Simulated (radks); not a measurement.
Results of a calculation; reference values are marked as such.
Polarisability of the bismuth ion Bi3+, [Hg], at imaginary frequency. Code: a radial shooting solver on a logarithmic mesh with Libxc functionals. Model: scalar-relativistic Kohn-Sham, exchange-only LDA, spin-polarised, spherical densities, finite nucleus; Fermi nuclear charge, rms radius 5.5211 fm. Response by self-consistent Sternheimer equations with the Hartree and adiabatic exchange-only LDA kernel, the relativistic mass of each level held fixed and spin-orbit coupling left out.

w (hartree)  alpha1(iw) (bohr^3)  alpha2(iw) (bohr^5)
0.00266                    9.536                26.48
0.0143                     9.531                26.47
0.0360                     9.506                26.44
0.0697                     9.426                26.35
0.118                      9.229                26.12
0.186                      8.823                25.61
0.280                      8.109                24.59
0.413                      7.044                22.74
0.605                      5.729                19.73
0.892                      4.364                15.54
1.35                       3.095                10.79
2.12                       1.969                6.470
3.59                       1.034                3.211
6.94                      0.4008                1.158
17.5                     0.09831               0.2236

Static values: alpha1 = 9.536 bohr^3 (1.413 angstrom^3; uncoupled 18.42), alpha2 = 26.48 bohr^5, alpha3 = 173.8 bohr^7. C6 = 58.72, C8 = 927.6, triple-dipole C9 = 374.4 atomic units. One-pole (London) frequency 4 C6 / (3 alpha1^2) = 0.861 hartree, against 1.435 for minus the highest occupied eigenvalue.
